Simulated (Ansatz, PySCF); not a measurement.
Noncovalent pair: NH3 (SMILES N) (first 4 atoms) with N2 (SMILES N#N); geometry from B3LYP-D3(BJ)/def2-TZVP, rigid monomers moved along the line of their centres of mass till H4···N6 is 3.03 Å.
(charge 0, multiplicity 1):
```xyz
6

N     -0.07682    -0.11839    -0.35457
H      0.88080     0.15030    -0.54934
H     -0.65972     0.69039    -0.53695
H     -0.13923    -0.31915     0.63667
N     -0.00854    -0.05032     4.74728
N     -0.06696    -0.18864     3.66699
```

Interaction energies are E(AB) − E(A) − E(B) at the monomers' geometry in the complex; basis-set methods are counterpoise corrected.

Cores are frozen in the correlated methods. CBS: X⁻³ extrapolation of the correlation energy, Hartree–Fock from the larger set.

Programs: Ansatz (Gaussian orbitals); PySCF for the dispersion terms. Values without a source in brackets are computed.

PBE/def2-TZVPPD gives -1.7 kJ/mol for the interaction energy.

Q: How do the other levels lie against it? Give each less PBE: PBE-D3(BJ)/def2-TZVPPD, r2SCAN/def2-TZVPPD, B3LYP/def2-TZVPPD, wB97M-V/def2-TZVPPD, MP2/CBS(aug-cc-pVDZ, aug-cc-pVTZ), CCSD(T)/CBS(aug-cc-pVDZ, aug-cc-pVTZ).

A: PBE-D3(BJ)/def2-TZVPPD -0.9; r2SCAN/def2-TZVPPD 0.6; B3LYP/def2-TZVPPD 1.1; wB97M-V/def2-TZVPPD 0.0; MP2/CBS(aug-cc-pVDZ, aug-cc-pVTZ) -0.4; CCSD(T)/CBS(aug-cc-pVDZ, aug-cc-pVTZ) -0.3 kJ/mol. 2 of 6 lie above PBE; the widest gap is to B3LYP/def2-TZVPPD.

Ansatz is a program for electronic structure.
